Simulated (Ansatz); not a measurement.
# Molecular dynamics of BrH5SSi2

Input:

```yaml
crystal:
  periodic: [false, false, false]
  atoms:
    - { symbol: Si, position_ang: [-0.881912, -0.40987, -0.125939] }
    - { symbol: Br, position_ang: [1.041316, -1.924674, -1.446885] }
    - { symbol: S, position_ang: [-1.273082, -1.919698, 1.121858] }
    - { symbol: H, position_ang: [0.221242, -2.458216, -0.286181] }
    - { symbol: H, position_ang: [-1.688388, -0.196702, -1.359155] }
    - { symbol: Si, position_ang: [0.446548, 1.438489, 0.433303] }
    - { symbol: H, position_ang: [0.855991, 2.156224, -0.803535] }
    - { symbol: H, position_ang: [1.640352, 0.966466, 1.177737] }
    - { symbol: H, position_ang: [-0.362067, 2.347979, 1.288798] }
basis:
  gaussian: { orbitals: def2-mTZVP }
hamiltonian:
  xc: pbe0
md:
  timestep: 0.5
  n_steps: 200
  ensemble: nve
  temperature: 300.0
  initial_velocities: maxwell_boltzmann
  seed: 3895
```

Launched with:

```bash
$ ansatz run input.yaml --threads 4 --pin off --max-ram 5120MiB --backend cpu --events-out ev --progress --plain --runs-dir out
```

It starts at the highest image of a converged band. Of that band: Neighbouring images differ by up to 1.3 eV, so the band resolves the path poorly. A vibrational analysis at the climbing image gives one clearly imaginary mode, 302i cm⁻¹: a first-order saddle point.

Output, in part (one step line in 4, the closing report, with atoms numbered from 0):

```
md step     0: t =     0.00 fs  T =   300.0 K  F+E_penalty+E_count = -96699.76655749 eV  E_kin = 0.271446 eV  conserved = -96699.49511150 eV  (25 SCF iters)
md step     4: t =     2.00 fs  T =   264.8 K  F+E_penalty+E_count = -96699.73440739 eV  E_kin = 0.239554 eV  conserved = -96699.49485300 eV  (25 SCF iters)
md step     8: t =     4.00 fs  T =   215.4 K  F+E_penalty+E_count = -96699.68948126 eV  E_kin = 0.194856 eV  conserved = -96699.49462546 eV  (24 SCF iters)
md step    12: t =     6.00 fs  T =   205.7 K  F+E_penalty+E_count = -96699.68095605 eV  E_kin = 0.186135 eV  conserved = -96699.49482064 eV  (24 SCF iters)
md step    16: t =     8.00 fs  T =   192.9 K  F+E_penalty+E_count = -96699.66953742 eV  E_kin = 0.174553 eV  conserved = -96699.49498483 eV  (24 SCF iters)
md step    20: t =    10.00 fs  T =   144.1 K  F+E_penalty+E_count = -96699.62504806 eV  E_kin = 0.130370 eV  conserved = -96699.49467803 eV  (26 SCF iters)
md step    24: t =    12.00 fs  T =   129.8 K  F+E_penalty+E_count = -96699.61200244 eV  E_kin = 0.117464 eV  conserved = -96699.49453869 eV  (23 SCF iters)
md step    28: t =    14.00 fs  T =   178.7 K  F+E_penalty+E_count = -96699.65659769 eV  E_kin = 0.161673 eV  conserved = -96699.49492506 eV  (24 SCF iters)
md step    32: t =    16.00 fs  T =   206.3 K  F+E_penalty+E_count = -96699.68162469 eV  E_kin = 0.186669 eV  conserved = -96699.49495559 eV  (24 SCF iters)
md step    36: t =    18.00 fs  T =   201.2 K  F+E_penalty+E_count = -96699.67673164 eV  E_kin = 0.182089 eV  conserved = -96699.49464312 eV  (24 SCF iters)
md step    40: t =    20.00 fs  T =   233.3 K  F+E_penalty+E_count = -96699.70575108 eV  E_kin = 0.211117 eV  conserved = -96699.49463384 eV  (25 SCF iters)
md step    44: t =    22.00 fs  T =   306.9 K  F+E_penalty+E_count = -96699.77254198 eV  E_kin = 0.277702 eV  conserved = -96699.49484047 eV  (25 SCF iters)
md step    48: t =    24.00 fs  T =   381.8 K  F+E_penalty+E_count = -96699.83996678 eV  E_kin = 0.345415 eV  conserved = -96699.49455132 eV  (25 SCF iters)
md step    52: t =    26.00 fs  T =   542.2 K  F+E_penalty+E_count = -96699.98437604 eV  E_kin = 0.490626 eV  conserved = -96699.49375001 eV  (26 SCF iters)
md step    56: t =    28.00 fs  T =   975.1 K  F+E_penalty+E_count = -96700.37693279 eV  E_kin = 0.882266 eV  conserved = -96699.49466684 eV  (25 SCF iters)
md step    60: t =    30.00 fs  T =  1367.6 K  F+E_penalty+E_count = -96700.73976256 eV  E_kin = 1.237387 eV  conserved = -96699.50237566 eV  (24 SCF iters)
md step    64: t =    32.00 fs  T =   907.4 K  F+E_penalty+E_count = -96700.30841101 eV  E_kin = 0.821024 eV  conserved = -96699.48738678 eV  (24 SCF iters)
md step    68: t =    34.00 fs  T =  1773.5 K  F+E_penalty+E_count = -96701.10934587 eV  E_kin = 1.604663 eV  conserved = -96699.50468291 eV  (26 SCF iters)
md step    72: t =    36.00 fs  T =  1656.1 K  F+E_penalty+E_count = -96700.99531695 eV  E_kin = 1.498488 eV  conserved = -96699.49682853 eV  (26 SCF iters)
md step    76: t =    38.00 fs  T =  1133.2 K  F+E_penalty+E_count = -96700.51936276 eV  E_kin = 1.025348 eV  conserved = -96699.49401446 eV  (27 SCF iters)
md step    80: t =    40.00 fs  T =  1057.1 K  F+E_penalty+E_count = -96700.45001592 eV  E_kin = 0.956494 eV  conserved = -96699.49352223 eV  (27 SCF iters)
md step    84: t =    42.00 fs  T =  1565.2 K  F+E_penalty+E_count = -96700.91150495 eV  E_kin = 1.416231 eV  conserved = -96699.49527430 eV  (27 SCF iters)
md step    88: t =    44.00 fs  T =  2050.9 K  F+E_penalty+E_count = -96701.36060615 eV  E_kin = 1.855653 eV  conserved = -96699.50495352 eV  (25 SCF iters)
md step    92: t =    46.00 fs  T =  1138.3 K  F+E_penalty+E_count = -96700.51718940 eV  E_kin = 1.029982 eV  conserved = -96699.48720739 eV  (25 SCF iters)
md step    96: t =    48.00 fs  T =  1662.8 K  F+E_penalty+E_count = -96701.00932654 eV  E_kin = 1.504552 eV  conserved = -96699.50477405 eV  (26 SCF iters)
md step   100: t =    50.00 fs  T =  1473.6 K  F+E_penalty+E_count = -96700.82990148 eV  E_kin = 1.333372 eV  conserved = -96699.49652975 eV  (26 SCF iters)
md step   104: t =    52.00 fs  T =   922.2 K  F+E_penalty+E_count = -96700.32824320 eV  E_kin = 0.834419 eV  conserved = -96699.49382391 eV  (26 SCF iters)
md step   108: t =    54.00 fs  T =   847.8 K  F+E_penalty+E_count = -96700.26076756 eV  E_kin = 0.767118 eV  conserved = -96699.49364919 eV  (26 SCF iters)
md step   112: t =    56.00 fs  T =  1304.4 K  F+E_penalty+E_count = -96700.67616754 eV  E_kin = 1.180244 eV  conserved = -96699.49592389 eV  (25 SCF iters)
md step   116: t =    58.00 fs  T =  1553.7 K  F+E_penalty+E_count = -96700.91061280 eV  E_kin = 1.405800 eV  conserved = -96699.50481304 eV  (26 SCF iters)
md step   120: t =    60.00 fs  T =   865.2 K  F+E_penalty+E_count = -96700.26951160 eV  E_kin = 0.782825 eV  conserved = -96699.48668643 eV  (25 SCF iters)
md step   124: t =    62.00 fs  T =  1587.6 K  F+E_penalty+E_count = -96700.94095259 eV  E_kin = 1.436481 eV  conserved = -96699.50447152 eV  (26 SCF iters)
md step   128: t =    64.00 fs  T =  1178.3 K  F+E_penalty+E_count = -96700.56143237 eV  E_kin = 1.066183 eV  conserved = -96699.49524975 eV  (26 SCF iters)
md step   132: t =    66.00 fs  T =   761.0 K  F+E_penalty+E_count = -96700.18205676 eV  E_kin = 0.688545 eV  conserved = -96699.49351134 eV  (27 SCF iters)
md step   136: t =    68.00 fs  T =   941.2 K  F+E_penalty+E_count = -96700.34551203 eV  E_kin = 0.851588 eV  conserved = -96699.49392423 eV  (27 SCF iters)
md step   140: t =    70.00 fs  T =  1593.0 K  F+E_penalty+E_count = -96700.93846424 eV  E_kin = 1.441410 eV  conserved = -96699.49705456 eV  (24 SCF iters)
md step   144: t =    72.00 fs  T =  1778.0 K  F+E_penalty+E_count = -96701.11409358 eV  E_kin = 1.608752 eV  conserved = -96699.50534168 eV  (26 SCF iters)
md step   148: t =    74.00 fs  T =  1146.6 K  F+E_penalty+E_count = -96700.52489231 eV  E_kin = 1.037469 eV  conserved = -96699.48742301 eV  (23 SCF iters)
md step   152: t =    76.00 fs  T =  1989.3 K  F+E_penalty+E_count = -96701.30435623 eV  E_kin = 1.799963 eV  conserved = -96699.50439275 eV  (24 SCF iters)
md step   156: t =    78.00 fs  T =  1550.4 K  F+E_penalty+E_count = -96700.89818633 eV  E_kin = 1.402865 eV  conserved = -96699.49532139 eV  (24 SCF iters)
md step   160: t =    80.00 fs  T =  1073.3 K  F+E_penalty+E_count = -96700.46466954 eV  E_kin = 0.971117 eV  conserved = -96699.49355246 eV  (25 SCF iters)
md step   164: t =    82.00 fs  T =  1162.1 K  F+E_penalty+E_count = -96700.54531741 eV  E_kin = 1.051529 eV  conserved = -96699.49378871 eV  (26 SCF iters)
md step   168: t =    84.00 fs  T =  1738.7 K  F+E_penalty+E_count = -96701.06990319 eV  E_kin = 1.573172 eV  conserved = -96699.49673159 eV  (23 SCF iters)
md step   172: t =    86.00 fs  T =  1914.5 K  F+E_penalty+E_count = -96701.23718652 eV  E_kin = 1.732321 eV  conserved = -96699.50486508 eV  (23 SCF iters)
md step   176: t =    88.00 fs  T =  1310.2 K  F+E_penalty+E_count = -96700.67303025 eV  E_kin = 1.185535 eV  conserved = -96699.48749490 eV  (23 SCF iters)
md step   180: t =    90.00 fs  T =  2064.1 K  F+E_penalty+E_count = -96701.37191854 eV  E_kin = 1.867601 eV  conserved = -96699.50431723 eV  (24 SCF iters)
md step   184: t =    92.00 fs  T =  1512.8 K  F+E_penalty+E_count = -96700.86393755 eV  E_kin = 1.368773 eV  conserved = -96699.49516436 eV  (26 SCF iters)
md step   188: t =    94.00 fs  T =   966.1 K  F+E_penalty+E_count = -96700.36755454 eV  E_kin = 0.874138 eV  conserved = -96699.49341628 eV  (28 SCF iters)
md step   192: t =    96.00 fs  T =  1026.3 K  F+E_penalty+E_count = -96700.42249459 eV  E_kin = 0.928597 eV  conserved = -96699.49389739 eV  (28 SCF iters)
md step   196: t =    98.00 fs  T =  1528.3 K  F+E_penalty+E_count = -96700.88096955 eV  E_kin = 1.382845 eV  conserved = -96699.49812484 eV  (26 SCF iters)
md step   200: t =   100.00 fs  T =  1316.5 K  F+E_penalty+E_count = -96700.69557413 eV  E_kin = 1.191193 eV  conserved = -96699.50438064 eV  (25 SCF iters)
Total energy: -96700.69560788 eV, -3553.6850175038 hartree
Atom 0 at    -0.768705    -0.584297    -0.195401 Å, force     0.503290    -2.231262     0.253268 eV/Å
Atom 1 at     1.087929    -1.762176    -1.511423 Å, force    -1.813460     0.963883     0.846562 eV/Å
Atom 2 at    -1.485182    -1.934735     1.339552 Å, force    -2.795417    -0.308844    -3.395108 eV/Å
Atom 3 at    -0.729949    -1.804694     2.306490 Å, force     2.947053     0.563130     2.986620 eV/Å
Atom 4 at    -2.131392    -0.270514    -0.674760 Å, force     0.195151    -0.162263    -0.901281 eV/Å
Atom 5 at     0.478491     1.176599     0.339469 Å, force     1.416415     0.951902    -0.846839 eV/Å
Atom 6 at     0.940825     1.642281    -1.030875 Å, force    -0.201323     0.027300     0.501490 eV/Å
Atom 7 at     1.665066     0.719181     1.060373 Å, force     0.340333    -0.263337     0.245265 eV/Å
Atom 8 at    -0.070581     2.283228     1.098230 Å, force    -0.592040     0.459491     0.310023 eV/Å
Dipole moment:    -0.181211     0.471088     0.371170 e Å
```

The run went to its last step. The conserved energy stayed within 1.3 meV per atom of its start (net change -1 meV per atom), so the integration is sound. The kinetic energy rose, since the run started high on the potential surface and went downhill. A run of 0.1 ps of so small a system gives no equilibrium averages. The orbitals stay closed-shell, which can raise the energy where a bond breaks towards radicals; this wasn't checked here.

Between its relaxed ends the band would form Br2–H4 and break Si1–Br2, S3–H4. These pairs go: Br2–H4 1.52 → 4.23 Å, Si1–Br2 2.78 → 2.56 Å, S3–H4 2.12 → 1.23 Å. In the last frame they stand as before the step (other bonds may differ from the relaxed reactants and products). These pairs come and go: their bonding changes 5 times, last at 82 of 100 fs, so the outcome isn't settled. It ends as one piece, BrH5SSi2. Pairs count as bonded within 1.25 times the sum of covalent radii (0.12 Å more for H–H).

Last frame:

```xyz
9
Properties=species:S:1:pos:R:3
Si -0.769 -0.584 -0.195
Br 1.088 -1.762 -1.511
S -1.485 -1.935 1.340
H -0.730 -1.805 2.307
H -2.131 -0.271 -0.675
Si 0.478 1.177 0.340
H 0.941 1.642 -1.031
H 1.665 0.719 1.060
H -0.071 2.283 1.098
```

Time of the run: 3.7 min on 4 threads of Intel(R) Xeon(R) 6975P-C (Granite Rapids) (shared host), peak memory 0.33 GiB.
